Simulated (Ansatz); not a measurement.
`[O]=[W]([Cl])([Cl])([Cl])[Cl]`. Charge 0, multiplicity 1. Correlated methods include outer-core shells of W, which these sets cover unevenly. W: def2 effective core potential.

```csv
atom,x (Å),y (Å),z (Å)
O1,-1.109,-0.653,-1.197
W2,-0.057,-0.033,-0.061
Cl3,1.973,-0.909,-0.649
Cl4,0.668,1.925,-0.996
Cl5,-1.386,1.255,1.282
Cl6,-0.090,-1.584,1.620
```

Q: Give the diagnostics of a CCSD(T)/def2-TZVPP run (frozen core, Ansatz). (Estimate.)

A: Computed: T1 = 0.0211, largest single amplitude 0.091, largest double 0.058, (T) share of the correlation energy 5.6 %, 13 CCSD cycles. The RHF solution is stable towards an unrestricted one. T1 lies over the customary mark of 0.02 for closed shells; compounds of d metals often pass it without a breakdown.
